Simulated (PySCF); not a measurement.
**Solvent effects on NMR parameters**

Atoms are numbered as in `[CH3:1][O:2][CH2:3][P-:4][CH2:5][CH:6]([CH3:7])[CH3:8]`. Each H is labelled by its parent atom.

GIAO PBE0/pcSseg-1 in PySCF 2.14.0 with density-fitted response routines on one PBE0-D3(BJ)/def2-SVP conformer, non-relativistic, equivalent nuclei averaged. Solvents enter as an IEF-PCM continuum (benzene with ε = 2.3, tetrahydrofuran with ε = 7.4) around the gas-phase geometry. Shifts are referred to TMS computed in the same medium.

Gas phase, δ in ppm: C3 95.8, C1 56.8, C5 53.9, C6 39.6, C7/C8 26.6, H(C3) 4.21, H(C1) 2.94, H(C5) 1.42, H(C7)/H(C8) 0.85, H(C6) 0.60. Dipole moment 5.17 D.

**Question.** How does each δ change in the continuum?

**Answer.** 
```tsv
atoms	environment	Δδ, benzene	Δδ, tetrahydrofuran
C3	sp3 CH2 bonded to O and P	-1.8	-3.6
C1	methyl carbon bonded to O	+1.0	+1.7
C5	sp3 CH2 bonded to P	-2.4	-4.4
C6	sp3 CH	-0.2	+0.2
C7/C8	methyl carbon	-0.3	-0.6
H(C3)	hydrogen on an sp3 CH2 bonded to O and P	-0.12	-0.18
H(C1)	hydrogen on a methyl carbon bonded to O	+0.12	+0.24
H(C5)	hydrogen on an sp3 CH2 bonded to P	-0.09	-0.12
H(C7)/H(C8)	hydrogen on a methyl carbon	+0.04	+0.09
H(C6)	hydrogen on an sp3 CH	+0.04	+0.02
```

Changes are relative to the gas phase. The dipole moment becomes 6.28 D in benzene, 7.30 D in tetrahydrofuran.

**Question.** Which of the listed nuclei move most (in ppm), and what does the model miss? (N and O are left out, as their reference compounds move with the solvent too.)

**Answer.** C5 (sp3 CH2 bonded to P, -4.4 ppm) in tetrahydrofuran. A continuum only polarises the solute; specific hydrogen bonds, the anisotropy of aromatic solvents and changes of geometry or conformer are outside it, as are counter-ions.
